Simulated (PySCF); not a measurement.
Excitation energy of Co²⁺ by level of theory

Co²⁺ [Ar] 3d7 (4F) → Co²⁺ [Ar] 3d6 4p1 (high-spin determinant), as a difference of total energies. Computed with PySCF 2.14 in def2-QZVPPD (11s6p5d4f2g, 100 functions), with the non-relativistic Hamiltonian (point nucleus). Correlated levels: valence: [Ar] frozen; valence and next inner shell: [Ne] frozen. The calculations carry no spin-orbit coupling.

```
                                method  excitation energy (eV)
                                   UHF                  10.988
                                   LDA                  12.574
                                   PBE                  12.455
                                  PBE0                  12.327
                                r2SCAN                  12.325
                               r2SCANh                  12.293
                                B2PLYP                  12.466
                             CAM-B3LYP                  12.587
                               wB97M-V                  12.684
                         MP2 (valence)                  12.479
                     SCS-MP2 (valence)                  12.770
    MP2 (valence and next inner shell)                  12.685
SCS-MP2 (valence and next inner shell)                  12.787
```

**Question.** How much does correlation contribute at MP2 (valence and next inner shell)?

**Answer.** 12.685 − (10.988) = 1.697 eV, measured against UHF.

A first-order spin-orbit estimate (lowest level to lowest level, LS coupling) adds 0.072 eV.

The determinant of the upper state mixes LS terms, which raises its energy above the lowest term, most at the Hartree-Fock and MP2 levels.
